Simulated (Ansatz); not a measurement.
`CO[SiH](O)[SiH3]` + BH₃ → `B[SiH](O)[SiH3]` + CH₃OH at 700 K and 1 bar (formal exchange of groups at the Si–O bond).

Isolated molecules relaxed with PBE0-D4/def2-TZVP in Ansatz; ΔE leaves out vibrations. CBS: MP2 limit from def2 TZ/QZ plus the TZ coupled-cluster correction, frozen cores. This one scheme is used for every species. Each species was taken in one conformer, which may not be the lowest.

```tsv
species	CCSD(T)/CBS energy (Eh)	H − E (kJ/mol)	S (J/(mol·K))
`CO[SiH](O)[SiH3]`	-771.44542	335.3	536.5
BH₃	-26.55200	96.5	225.0
`B[SiH](O)[SiH3]`	-682.33266	266.0	495.7
CH₃OH	-115.61712	170.8	288.5
```

H − E and S are ideal-gas, rigid-rotor, harmonic terms from PBE0-D4/def2-TZVP, for one conformer and one mirror image of each species. 1 Eh = 2625.50 kJ/mol, R = 8.31446 J/(mol·K).

Q: By hand: ΔE, ΔH, ΔS and ΔG.

A: ΔE = (-682.33266) + (-115.61712) − (-771.44542) − (-26.55200) = 0.04764 Eh = 125.1 kJ/mol. Δ(H − E) = 266.0 + 170.8 − 335.3 − 96.5 = 5.0, so ΔH = 130.1 kJ/mol. ΔS = 495.7 + 288.5 − 536.5 − 225.0 = 22.7 J/(mol·K). ΔG = 130.1 − 700 × (22.7)/1000 = 114.2 kJ/mol.

Q: By hand: the equilibrium constant, and the temperature at which ΔG would vanish if ΔH and ΔS stayed fixed.

A: log₁₀ K = −ΔG/(RT ln 10) = -8.5. ΔG = 0 at ΔH/ΔS = 5731 K, far beyond where these terms or the molecules hold.

ΔH outweighs TΔS. A doubt of 5 kJ/mol in ΔE shifts log₁₀ K by 0.4 here. Other conformers and mirror images would add mixing entropy, several J/(mol·K) or more a flexible species. These are equilibria of isolated gas molecules and say nothing of rates. Largest T1 diagnostic: 0.014 (customary marks: 0.02 for closed shells, 0.045 for open ones).
